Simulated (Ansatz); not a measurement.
Geometry optimisation, RHF/def2-SVP in Ansatz 0.2.0.

Input file:

```yaml
crystal:
  periodic: [false, false, false]
  atoms:
    - { symbol: W, position_ang: [0.111653, -0.290745, -0.185608] }
    - { symbol: H, position_ang: [0.149533, 0.038236, 1.487446] }
    - { symbol: H, position_ang: [1.609481, 0.295241, 0.367453] }
    - { symbol: H, position_ang: [0.142035, 1.335915, 0.20652] }
    - { symbol: H, position_ang: [-1.370583, 0.284387, 0.359377] }
    - { symbol: O, position_ang: [0.191084, -2.09317, 0.37118] }
    - { symbol: H, position_ang: [0.287705, -2.626338, 1.14425] }
    - { symbol: O, position_ang: [0.257023, 0.295777, -1.970604] }
    - { symbol: H, position_ang: [0.431169, 1.055998, -2.505114] }
basis:
  gaussian: { orbitals: def2-SVP }
hamiltonian:
  xc: hf
relax:
  f_tol: 0.03
  max_steps: 50
```

Command:

```bash
$ ansatz run input.yaml --threads 1 --pin off --max-ram 2048MiB --backend cpu --events-out ev --progress --plain --runs-dir out
```

**Question.** Where does it end, and by what steps?

**Answer.** The forces met the threshold. The force dipped under the threshold on the way, but the program's further checks kept it going. After 6 steps the energy has fallen by 0.020 eV; H9 moved furthest, 0.08 Å.

```json
{"step": "0", "energy less start (eV)": "0.0000", "largest force component (eV/Å)": "0.572", "accepted": "yes"}
{"step": "1", "energy less start (eV)": "-0.0069", "largest force component (eV/Å)": "0.515", "accepted": "yes"}
{"step": "2", "energy less start (eV)": "-0.0095", "largest force component (eV/Å)": "0.293", "accepted": "yes"}
{"step": "3", "energy less start (eV)": "-0.0187", "largest force component (eV/Å)": "0.042", "accepted": "yes"}
{"step": "4", "energy less start (eV)": "-0.0197", "largest force component (eV/Å)": "0.015", "accepted": "yes"}
{"step": "5", "energy less start (eV)": "-0.0182", "largest force component (eV/Å)": "0.083", "accepted": "no"}
{"step": "6", "energy less start (eV)": "-0.0199", "largest force component (eV/Å)": "0.014", "accepted": "yes"}
```

```xyz
9
Properties=species:S:1:pos:R:3
W 0.157 -0.293 -0.187
H 0.130 0.059 1.451
H 1.601 0.270 0.428
H 0.164 1.341 0.185
H -1.332 0.268 0.343
O 0.208 -2.090 0.387
H 0.256 -2.642 1.150
O 0.272 0.304 -1.973
H 0.353 1.077 -2.509
```

Whether the end is a true minimum wasn't checked by a vibrational analysis.

The run took 12 s on 1 thread of Arm Neoverse V2 (shared host), peak memory 0.15 GiB.
